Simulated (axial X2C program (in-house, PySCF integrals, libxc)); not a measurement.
# Curves of ClTbCl⁺ from open-shell CI on f8 s0

Computed with an axial X2C code built on PySCF integrals: two-component X2C with atomic mean-field Coulomb and Gaunt terms, basis Cl dyall-v3z, Tb dyall-v3z (cores contracted in-house). Orbitals come from Hartree–Fock averaged over the configuration Tb f8 s0; CI then distributes these electrons over the f, s shells of Tb.

Scan along the symmetric stretch (R is each bond); masses Cl 34.969 u, Tb 158.925 u, Cl 34.969 u. Energies in cm⁻¹ from the lowest point; levels are followed by energy order within each Ω. Lowest level at 2.457 Å: 100% f8.

| R (Å) | (1)Ω=6 | (1)Ω=5 | (1)Ω=4 | (1)Ω=3 | (1)Ω=2 | (1)Ω=1 | (1)Ω=0 |
| --- | --- | --- | --- | --- | --- | --- | --- |
| 2.285 | 5206 | 5594 | 6009 | 6450 | 6912 | 7362 | 7611 |
| 2.371 | 1194 | 1599 | 2024 | 2469 | 2928 | 3362 | 3592 |
| 2.457 | 0 | 411 | 838 | 1279 | 1727 | 2140 | 2347 |
| 2.555 | 1126 | 1536 | 1958 | 2390 | 2820 | 3203 | 3386 |
| 2.654 | 4152 | 4556 | 4968 | 5385 | 5794 | 6146 | 6306 |
| 2.764 | 8994 | 9387 | 9784 | 10183 | 10565 | 10882 | 11020 |
| 2.899 | 16226 | 16603 | 16980 | 17352 | 17701 | 17979 | 18094 |

Fit the curves (1)Ω=6, (1)Ω=5, (1)Ω=4, (1)Ω=3, (1)Ω=2, (1)Ω=1, (1)Ω=0 near their minima.

From the open-shell CI curves, Te from the lowest:

| level | Te (cm⁻¹) | Re (Å) | ωe (cm⁻¹) |
| --- | --- | --- | --- |
| (1)Ω=6 | 0 | 2.459 | 364.4 |
| (1)Ω=5 | 411 | 2.459 | 363.9 |
| (1)Ω=4 | 838 | 2.459 | 363.3 |
| (1)Ω=3 | 1279 | 2.459 | 362.7 |
| (1)Ω=2 | 1727 | 2.460 | 361.9 |
| (1)Ω=1 | 2138 | 2.461 | 360.9 |
| (1)Ω=0 | 2345 | 2.462 | 360.3 |

Without dynamic correlation distances can be off by several hundredths of an Å (long for ionic bonds, short for multiple bonds) and the wavenumbers are rough.

The 7 lowest curves are shown; the next is (2)Ω=5, from 2602 cm⁻¹.

Dynamic correlation is missing, so gaps between terms are too wide and other configurations may lie lower; the lowest level listed is that of this model, not necessarily the ground state. At most 4 roots were kept for each Ω > 0 (twice that for Ω = 0) within 2.2 eV of the lowest, so higher up levels can be missing between those listed; levels with Ω > 0 are doubly degenerate and listed once, Ω = 0 levels singly. States that fill the shells left empty in the average are placed too high. The molecule was held linear; bending was not examined.
